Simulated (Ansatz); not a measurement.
Born–Oppenheimer molecular dynamics of AlF2H3O2 (8 atoms, charge 0, multiplicity 1). It starts at the highest image of a converged band. Of that band: The profile has 2 maxima (images 4, 6) with wells between them (image 5): this band takes more than one step, which may be the mechanism or a detour left from its start path. A vibrational analysis at the climbing image gives one clearly imaginary mode, 1333i cm⁻¹: a first-order saddle point.

These are results of RKS BHLYP-D4/def2-SVP (Ansatz), not measurements.

```
ensemble                      : NVE (velocity Verlet)
time step                     : 0.5 fs
steps asked                   : 200
starting velocities drawn for : 100 K
seed                          : 3115
```

First frame:

```xyz
8
Properties=species:S:1:pos:R:3
Al -0.973 -0.026 -0.430
H -0.447 -1.634 -0.035
F -1.386 0.126 -2.013
F -1.917 0.621 0.745
H 0.407 -1.056 0.123
O 0.840 0.088 -0.105
O 1.283 0.856 0.981
H 2.194 1.025 0.733
```

Question: How far do the bonds stretch over the last three quarters of this one trajectory? (Pairs bonded in most of those frames.)

Answer: 
```json
{"bond": "Al1–H2", "mean (Å)": "1.560", "spread (Å)": "0.032", "shortest": "1.51", "longest": "1.63"}
{"bond": "Al1–F3", "mean (Å)": "1.658", "spread (Å)": "0.023", "shortest": "1.63", "longest": "1.70"}
{"bond": "Al1–F4", "mean (Å)": "1.665", "spread (Å)": "0.040", "shortest": "1.60", "longest": "1.72"}
{"bond": "H5–O6", "mean (Å)": "0.966", "spread (Å)": "0.031", "shortest": "0.92", "longest": "1.02"}
{"bond": "O6–O7", "mean (Å)": "1.412", "spread (Å)": "0.017", "shortest": "1.39", "longest": "1.45"}
{"bond": "O7–H8", "mean (Å)": "0.969", "spread (Å)": "0.012", "shortest": "0.95", "longest": "0.99"}
```

Mean temperature of the second half: 724 K. The conserved energy stayed within 0.17 meV per atom of its start (net change -0.021 meV per atom), so the integration is sound. The system heated up, since it started high on the potential surface and ran downhill. A run of 0.1 ps of so small a system gives no equilibrium averages. The orbitals stay closed-shell, which can raise the energy where a bond breaks towards radicals; this wasn't checked here.

The run took 6.3 min on 2 threads of Arm Neoverse V1, with other jobs on the host, peak memory 0.17 GiB.
